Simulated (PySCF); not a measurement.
Compound: CH8GeOSi.
SMILES with atom numbers: `[CH3:1][GeH2:2][O:3][SiH3:4]` (hydrogens: H5, H6, H7 on C1; H8, H9 on Ge2; H10, H11, H12 on Si4)

Structure used (PBE0-D3(BJ)/def2-SVP), in Å, numbered top down from 1:
```xyz
12
CH8GeOSi angstrom
C      1.8698    0.4506   -0.0748
Ge     0.6808   -1.0840   -0.1414
O     -0.9503   -0.5103   -0.5826
Si    -2.1013    0.4608    0.0981
H      1.8649    0.9627   -1.0479
H      2.8987    0.1335    0.1508
H      1.5436    1.1605    0.6989
H      1.0696   -2.0744   -1.2509
H      0.5762   -1.7989    1.2226
H     -3.2575    0.5566   -0.8386
H     -1.5703    1.8396    0.3504
H     -2.5748   -0.0946    1.4062
```

Computed with PySCF at CAM-B3LYP/def2-SVPD, non-relativistic, on one gas-phase PBE0-D3(BJ)/def2-SVP geometry that isn't relaxed in the solvent. The solvent is an IEF-PCM continuum (Bondi radii, 1.10 Å for H, scaled by 1.2), and excitations are vertical TDDFT with non-equilibrium linear response and a frozen core. The model holds no explicit solvent molecules, cavitation or dispersion. Spin–orbit coupling is left out although an atom past zinc is present.

Gas-phase singlets (H = HOMO, L = LUMO):

```
state  E (eV)  λ (nm)      f              leading configurations
   S1   7.028     176  0.002                  H→L 81%, H→L+1 12%
   S2   7.321     169  0.001              H-1→L 80%, H-1→L+1 13%
   S3   7.770     160  0.016                  H→L+1 74%, H→L 11%
   S4   8.104     153  0.050  H-1→L+1 58%, H-3→L+1 14%, H-1→L 9%
   S5   8.129     153  0.010     H-2→L 39%, H→L+4 17%, H→L+3 14%
```

Task: Give the list for acetonitrile (ε = 35.69), n² = 1.81.

Result: 
| state | E (eV) | λ (nm) | f | leading configurations | change by rank (eV) |
| --- | --- | --- | --- | --- | --- |
| S1 | 7.040 | 176 | 0.002 | H→L 87% | +0.012 |
| S2 | 7.349 | 169 | 0.001 | H-1→L 87% | +0.028 |
| S3 | 7.889 | 157 | 0.019 | H→L+1 79% | +0.119 |
| S4 | 8.099 | 153 | 0.011 | H-2→L 53%, H→L+4 15%, H→L+2 9% | -0.005 |
| S5 | 8.201 | 151 | 0.056 | H-1→L+1 45%, H-3→L 23%, H-3→L+1 8% | +0.072 |

Task: How do the frontier levels move from gas to acetonitrile?

Result: 
```csv
orbital,gas (eV),solvent (eV),change (eV),"Löwdin shares, gas","Löwdin shares, solvent"
LUMO+2,1.54,1.68,+0.14,"Ge2 20 %, C1 18 %, H9 12 %, H8 11 %","Si4 29 %, C1 13 %, Ge2 11 %, O3 7 %"
LUMO+1,1.01,1.23,+0.22,"Ge2 33 %, C1 13 %, H9 9 %, H8 9 %","Ge2 31 %, Si4 16 %, C1 10 %, H8 8 %"
LUMO,0.90,0.94,+0.04,"Ge2 26 %, Si4 23 %, O3 11 %, H12 7 %","Si4 25 %, Ge2 23 %, O3 14 %, H12 8 %"
HOMO,-9.61,-9.55,+0.06,"O3 39 %, Si4 13 %, C1 12 %, H11 10 %","O3 35 %, C1 17 %, Ge2 12 %, Si4 11 %"
HOMO-1,-9.90,-9.89,+0.01,"O3 38 %, Si4 15 %, Ge2 11 %, H10 10 %","O3 36 %, Ge2 14 %, Si4 13 %, H8 9 %"
HOMO-2,-10.79,-10.67,+0.12,"C1 20 %, Si4 18 %, Ge2 17 %, H11 14 %","Si4 19 %, C1 17 %, Ge2 15 %, H11 15 %"
HOMO-3,-10.88,-10.80,+0.08,"Ge2 23 %, H8 18 %, Si4 17 %, H10 14 %","Ge2 21 %, Si4 19 %, H8 17 %, H10 16 %"
```

The HOMO–LUMO gap goes from 10.51 to 10.49 eV. Rows go by rank; for LUMO+2 the atom shares or the degeneracy differ between the runs, so the row needn't follow one orbital.
